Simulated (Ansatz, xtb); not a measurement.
## Two isomers of C4H4BrF3

We compare a, `C/C(=C\Br)C(F)(F)F`, a singlet, with b, `FC(F)(F)C/C=C/Br`, a singlet. Both are isolated molecules in the gas phase, relaxed with B3LYP-D3(BJ)/def2-SVP; the shapes shown needn't be the lowest conformers.

a (Å):

```yaml
atoms:
  - { symbol: C, position_ang: [-0.7091, 0.7742, -0.9259] }
  - { symbol: C, position_ang: [-1.8788, 0.2492, -0.1502] }
  - { symbol: C, position_ang: [-3.1564, 0.6313, -0.2532] }
  - { symbol: C, position_ang: [-1.5448, -0.8313, 0.8521] }
  - { symbol: Br, position_ang: [-3.7842, 1.9599, -1.4389] }
  - { symbol: F, position_ang: [-2.6109, -1.2800, 1.5304] }
  - { symbol: F, position_ang: [-0.9813, -1.8912, 0.2405] }
  - { symbol: F, position_ang: [-0.6515, -0.3836, 1.7558] }
  - { symbol: H, position_ang: [-1.0201, 1.5521, -1.6332] }
  - { symbol: H, position_ang: [0.0441, 1.1932, -0.2398] }
  - { symbol: H, position_ang: [-0.2242, -0.0439, -1.4820] }
  - { symbol: H, position_ang: [-3.9484, 0.1941, 0.3535] }
```

b (Å):

| atom | x (Å) | y (Å) | z (Å) |
| --- | --- | --- | --- |
| C | -2.5234 | 0.9180 | -1.3402 |
| C | -1.2403 | 0.4593 | -0.6715 |
| C | -1.4708 | -0.5977 | 0.3695 |
| C | -1.1081 | -0.4455 | 1.6429 |
| Br | -1.3728 | -1.7705 | 2.9674 |
| F | -2.2668 | 1.8277 | -2.2950 |
| F | -3.3703 | 1.4770 | -0.4629 |
| F | -3.1668 | -0.1099 | -1.9240 |
| H | -0.5905 | 0.0767 | -1.4766 |
| H | -0.7542 | 1.3487 | -0.2444 |
| H | -1.9568 | -1.5216 | 0.0425 |
| H | -0.6261 | 0.4558 | 2.0286 |

Quicker runs give these differences E(b) − E(a): GFN2-xTB +0.066 eV; HF/STO-3G +0.071 eV (at GFN2-xTB geometries); r2SCAN-D4/def2-SVP +0.096 eV (at GFN2-xTB geometries).

Estimate E(b) − E(a) at the level CCSD(T)/def2-SVP + ΔMP2/def2-TZVPP.

Too close to call at this level: CCSD(T)/def2-SVP + ΔMP2/def2-TZVPP gives E(b) − E(a) = +0.003 eV.

How the difference moves with the method:

```csv
level,geometry,E(b) − E(a) (eV),departure from the last row (eV),"job, with rough time for the two"
GFN2-xTB,GFN2-xTB,+0.066,+0.063,"optimisation, 0.15 s"
HF/STO-3G,GFN2-xTB,+0.071,+0.068,"single point, 0.52 s"
r2SCAN-D4/def2-SVP,GFN2-xTB,+0.096,+0.093,"single point, 4.5 s"
B3LYP-D3(BJ)/def2-SVP,B3LYP-D3(BJ)/def2-SVP,+0.064,+0.060,"optimisation, 50 s"
HF/def2-SVP,B3LYP-D3(BJ)/def2-SVP,−0.067,−0.071,part of the CCSD(T) run
MP2/def2-SVP,B3LYP-D3(BJ)/def2-SVP,+0.046,+0.043,part of the CCSD(T) run
CCSD(T)/def2-SVP,B3LYP-D3(BJ)/def2-SVP,+0.026,+0.023,single point
CCSD(T)/def2-SVP + ΔMP2/def2-TZVPP,B3LYP-D3(BJ)/def2-SVP,+0.003,,"single point, 2.6 min"
```

As drawn, both hold the same kinds of bond in the same numbers. Structure a has 1 methyl group, b 0.

The largest departure from CCSD(T)/def2-SVP + ΔMP2/def2-TZVPP is that of r2SCAN-D4/def2-SVP, 0.093 eV. The last row adds to CCSD(T) the change of the MP2 difference between the two basis sets, here −0.023 eV.

With thermal terms from frequencies at re-optimised GFN2-xTB minima (ideal gas, soft modes damped towards free rotors, one conformer each, 298.15 K, 1 atm): the zero-point term adds +0.006 eV; ΔH is +0.003 and ΔG +0.006 eV.

The correlated steps freeze 16 core orbitals; the filled d shell of Br is correlated, in a basis made for valence electrons. Programs: Ansatz 0.2.0, xtb 6.7.1; the last row on 4 threads of Arm Neoverse V1 on a shared host.
